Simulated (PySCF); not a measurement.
## Simulated absorption spectrum

Species: C6H7ClO.
SMILES with atom numbers: `[O:1]=[CH:2][C@:3]12[CH2:4][C@:5]([Cl:6])([CH2:7]1)[CH2:8]2` (hydrogens: H9 on C2; H10, H11 on C4; H12, H13 on C7; H14, H15 on C8)

The calculation used TDDFT B3LYP/def2-SVPD, vertical, gas phase, core orbitals frozen in the response (PySCF 2.14.0, density-fitted response routines). Isolated species at its GFN2-xTB geometry (one conformer only). Torsions of this conformer, `[O:1]=[CH:2][C@:3]12[CH2:4][C@:5]([Cl:6])([CH2:7]1)[CH2:8]2`: O1–C2–C3–C4 124°.

Broadening: Gaussians 0.3 eV wide at half height, area fixed by f = 4.319×10⁻⁹ ∫ε dν̃. The width is an assumption, not a result. The curve ends short of the highest state used, and states not computed would add to its high-energy end.

λ (nm), ε (L mol⁻¹ cm⁻¹) and a bar:
```
    178.3       2723 ################
    182.8       1050 ######
    187.3         98 #
    191.8        426 ##
    196.2       2847 ################
    200.7       5236 ##############################
    205.2       2958 #################
    209.7        600 ###
    214.1         54 
    218.6          2 
    223.1          0 
    227.6          0 
    232.1          0 
    236.5          0 
    241.0          0 
    245.5          0 
    250.0          0 
    254.5          0 
    258.9          0 
    263.4          0 
    267.9          0 
    272.4          0 
    276.8          0 
    281.3          2 
    285.8          4 
    290.3          7 
    294.8         11 
    299.2         12 
    303.7         10 
    308.2          7 
    312.7          4 
    317.1          2 
    321.6          1 
    326.1          0 
    330.6          0 
    335.1          0
```

Question: Locate the maxima and give the states behind the curve.

Answer: 299 nm (4.15 eV), ε about 12, made up of S1 (100%); 201 nm (6.18 eV), ε about 5200, made up of S3 (100%) (ε in L mol⁻¹ cm⁻¹; maxima over ε = 5, shares over 10%). At its high-energy end, 6.95 eV, the curve is still rising (ε about 2700, from S4). The states used: S1 4.15 eV (f 0.0001); S2 6.03 eV (f 0.0002); S3 6.18 eV (f 0.058); S4 6.95 eV (f 0.028); S5 7.08 eV (f 0.0011); S6 7.27 eV (f 0.013); S7 7.34 eV (f 0.099); S8 7.55 eV (f 0.0015).

Question: Coming from long wavelengths, where does ε first pass 100 L mol⁻¹ cm⁻¹?

Answer: At about 213 nm (5.82 eV), 1.67 eV above S1.

Question: What would ε be at 6.18 eV, the highest of these maxima, with half the width (0.15 eV)?

Answer: About 10500 L mol⁻¹ cm⁻¹ against 5240, a factor of about 2.00; a lone state at its own centre would give exactly 2.

Question: On this curve, what absorbance would a 10⁻⁵ mol/L sample give at 280 nm over a 1 cm path?

Answer: 280 nm is 4.428 eV, where ε is about 1.1 L mol⁻¹ cm⁻¹, so A = ε c l ≈ 1.1e-05 (Beer–Lambert, with the gas-phase spectrum and the assumed width).

On one thread of an Arm Neoverse N1, shared host, this took 93 s (grids of density and orbitals included) and 0.90 GiB of memory at its peak.
